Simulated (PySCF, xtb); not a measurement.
MoOCl4, SMILES [O]=[Mo]([Cl])([Cl])([Cl])[Cl], multiplicity 1.

Harmonic wavenumbers (cm⁻¹) from GFN2-xTB (xtb) at its own minimum, in rising order: 66, 66, 175, 175, 178, 236, 240, 241, 302, 303, 316, 960.

Problem. What does PySCF with PBE-D3(BJ)/def2-SVP give at its own minimum? (An estimate is asked for; the answer gives what the named calculation found.)

Solution. 42, 42, 146, 146, 191, 245, 245, 315, 373, 413, 413, 966. Paired by order, the mean absolute difference is 41 cm⁻¹ and the zero-point energies are 4.7 and 5.1 kcal/mol.
